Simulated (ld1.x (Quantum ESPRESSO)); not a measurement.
# An all-electron radial function and its pseudo partner (Au (Z = 79))

Columns: radius, all-electron u(r) and pseudo u(r) of the 6p shell (level -6.71 eV) of gold in the configuration [Kr] 4d10 4f14 5s2 5p6 5d10 6s0 6p0; PBE, scalar-relativistic, PAW scheme, ld1.x (Quantum ESPRESSO) 7.5.

```csv
r (bohr),all-electron,pseudo
0.108,-0.0826,-0.0010
0.215,0.0115,-0.0036
0.322,0.1454,-0.0073
0.430,0.0902,-0.0111
0.538,-0.0444,-0.0138
0.645,-0.1610,-0.0140
0.752,-0.2269,-0.0104
0.860,-0.2412,-0.0016
0.968,-0.2147,0.0133
1.075,-0.1614,0.0347
1.182,-0.0928,0.0628
1.290,-0.0165,0.0978
1.398,0.0609,0.1387
1.505,0.1349,0.1836
1.612,0.2042,0.2316
1.720,0.2681,0.2812
1.828,0.3253,0.3303
1.935,0.3752,0.3765
2.042,0.4186,0.4187
2.150,0.4561,0.4561
2.258,0.4876,0.4876
2.365,0.5134,0.5134
2.472,0.5341,0.5341
2.580,0.5504,0.5504
2.688,0.5626,0.5626
2.795,0.5710,0.5710
```

Task: How many radial nodes do the two functions have?

Result: The all-electron 6p function has n − l − 1 = 4 (the table is too coarse to show those close to the nucleus); the pseudo-wave has 1, since 1 lower shell of the same l stays in the valence.

Task: At about which radius was the pseudo-wave matched?

Result: 2.15 bohr. The columns agree to 0.0005 from 2.04 bohr on; several derivatives are matched, so the curves merge somewhat inside the radius.

Task: Is the pseudo-wave norm-conserving?

Result: No, it belongs to a PAW set: the norm inside the radius is not constrained, and the difference is carried by the augmentation charge.
